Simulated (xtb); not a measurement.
C$_{3}$H$_{10}$Si (SMILES C[SiH](C)C), singlet, at a GFN2-xTB geometry, atoms displaced at random by about 0.02 Å a coordinate. Base run: GFN1-xTB (xtb).

Input for xtb:
```
$ xtb mol.xyz --gfn 1 --opt --json

# file mol.xyz
14

Si     0.06292751     0.18447634     0.35675529
C     -1.00622647     1.31452405    -0.79785945
C      1.78290590    -0.15103614    -0.37597023
C     -0.90711821    -1.47444740     0.57354113
H      0.15679234     0.81076496     1.68760439
H     -1.08862182     0.86440086    -1.78750383
H     -1.90904955     1.53243850    -0.37525937
H     -0.43633394     2.32122300    -0.93487798
H      2.36675623    -0.80979543     0.21491942
H      1.66499269    -0.60348973    -1.39470592
H      2.32074219     0.79145627    -0.53777674
H     -0.99520925    -1.97680240    -0.37801588
H     -1.88597170    -1.27890327     0.99026059
H     -0.32524155    -2.15073846     1.24236409
```

Each row names what was changed in the base input (with any setting that the change needs).

```
change               ΔE vs base (kcal/mol)  optimiser steps
-------------------  ---------------------  ---------------
base                                 0.000                6
engine = inertial                    0.021                -
opt level = crude                    0.010                4
opt level = vtight                  -0.001               12
opt level = lax                      0.002                5
engine = lbfgs                       0.000                -
opt level = tight                   -0.001                7
opt level = extreme                 -0.001               13
alpb = hexane                            …                6
opt level = sloppy                   0.010                4
```

**Question.** Some entries are withheld; supply them.

**Answer.** 
- alpb = hexane, ΔE vs base (kcal/mol): -2.60
